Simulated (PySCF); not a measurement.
System: sum formula SiN2H5, charge 0, multiplicity 2. It need not be the lowest isomer of its formula. SMILES: [NH][SiH2]N
Geometry from a B3LYP-D3(BJ)/def2-TZVP (Ansatz) optimisation:
```
Si
N 1 1.7097
H 2 1.0080 1 120.61
H 2 1.0080 3 110.97 1 -149.36
N 1 1.7536 2 115.11 3 -73.22
H 5 1.0242 1 113.21 2 180.00
H 1 1.4853 2 107.58 3 167.05
H 1 1.4853 7 111.73 2 117.87
```
Charge 0, spin multiplicity 2.

Dispersion corrections to the total energy (kcal/mol) from the dftd3 and dftd4 libraries through PySCF: D3(BJ) without and D4 with the three-body term, each with the damping fitted for the functional named.

```csv
functional,D3(BJ),D4
TPSS,-3.80,(withheld)
BP86,-4.80,-3.65
BLYP,-6.52,(withheld)
HF,-26.67,(withheld)
HSE06,-1.93,-2.14
r2SCAN,-0.81,-0.66
B2GP-PLYP,-2.06,-1.14
```

Problem. Some entries are withheld; supply them.

Solution. 
- TPSS, D4: -3.77
- BLYP, D4: -6.28
- HF, D4: -10.49
